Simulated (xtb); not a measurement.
NbOCl3, SMILES [Cl][Nb]([Cl])(=[O])[Cl], multiplicity 1. All values are semi-empirical tight-binding results from xtb (GFN2-xTB unless named), good for trends rather than for accurate numbers. Geometry optimised at GFN2-xTB. The spin state was assumed, not searched. The isomer is the one that the SMILES or the coordinates give; other isomers of the formula were not compared.

For metal compounds this method's bond lengths and energies can be far off.

The point group as xtb finds it is C3v and the orbital gap is 3.52 eV. The zero-point energy is 3.6 kcal/mol and the G − E(el) at 298.15 K (modified RRHO) comes out as -17.2 kcal/mol.
